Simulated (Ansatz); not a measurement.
CClNSi, SMILES `[C-]#[N+][Si]Cl` (excited triplet) (charge 0, multiplicity 3). This triplet is an excited state, 2.19 eV above the relaxed singlet at the level frozen-core CCSD(T)/cc-pVTZ // PBE0-D3(BJ)/def2-TZVP (Ansatz, a first-principles code).

Method: Ansatz with frozen-core CCSD(T)/cc-pVDZ // PBE0-D3(BJ)/def2-TZVP.

Ansatz 0.2 input:
```yaml
crystal:
  periodic: [false, false, false]
  atoms:
    - { symbol: C, position_ang: [-2.007516, -0.32763, -0.009848] }
    - { symbol: N, position_ang: [-0.895313, 0.069041, -0.001016] }
    - { symbol: Si, position_ang: [0.65966, 0.766542, 0.013405] }
    - { symbol: Cl, position_ang: [2.243169, -0.507953, -0.002541] }
basis:
  gaussian: { orbitals: cc-pVDZ }
correlation:
  method: ccsd_t
magnetization:
  spin_polarized: true
  initial_magnetization: 2
```

Output:

```
Functional definition: HF
650 factors; integrals over basis functions are off by at most 8.9e-4 eV
mean field evaluation 1: about -22873.7006 eV, gradient 1.8e1 eV
mean field evaluation 2: about -22873.7072 eV, gradient 1.8e1 eV
mean field evaluation 4: about -22876.8066 eV, gradient 3.5e0 eV
mean field evaluation 8: about -22877.1341 eV, gradient 1.3e-1 eV
mean field evaluation 16: about -22876.7988 eV, gradient 3.5e0 eV
mean field evaluation 32: about -22873.5025 eV, gradient 3.7e-1 eV
mean field evaluation 64: about -22874.4459 eV, gradient 2.2e-3 eV
mean field evaluation 96: about -22873.5130 eV, gradient 9.6e-2 eV
mean field evaluation 128: about -22873.4410 eV, gradient 3.9e-3 eV
mean field -22877.13459896 eV, -840.7191898331 hartree, gradient 3.2e-6 eV, S^2 2.019299; 3 other end points of the search recorded, 0 dependent functions left out
determinant -22877.13459896 eV, -840.7191898331 hartree, with singles and doubles -22890.03337946 eV, -841.1932112734 hartree
determinant -22874.44590555 eV, -840.6203821727 hartree, with singles and doubles -22887.35427820 eV, -841.0947561178 hartree
determinant -22874.25865928 eV, -840.6135009991 hartree, with singles and doubles -22888.23690567 eV, -841.1271920791 hartree
12 core orbitals not correlated
reference -22877.13459896 eV, -840.7191898331 hartree; 11, 9 occupied and 41, 43 virtual orbitals, 650 factors
second order -12.10709073 eV of doubles, -0.00000000 eV of singles
cycle   1  -12.89917442 eV  change   -3.9e-4 eV  update   2.0e-3
cycle   2  -12.90011149 eV  change   -9.4e-4 eV  update   1.5e-3
cycle   3  -12.89980378 eV  change    3.1e-4 eV  update   7.6e-4
cycle   4  -12.89998785 eV  change   -1.8e-4 eV  update   3.3e-4
cycle   5  -12.90050154 eV  change   -5.1e-4 eV  update   1.1e-4
cycle   6  -12.90066614 eV  change   -1.6e-4 eV  update   5.9e-5
cycle   7  -12.90058431 eV  change    8.2e-5 eV  update   2.9e-5
cycle   8  -12.90054971 eV  change    3.5e-5 eV  update   1.2e-5
cycle   9  -12.90055047 eV  change   -7.6e-7 eV  update   4.1e-6
perturbative correction -0.48607627 eV, -0.0178629735 hartree
Total energy: -22890.52122571 eV, -841.2111392923 hartree
```
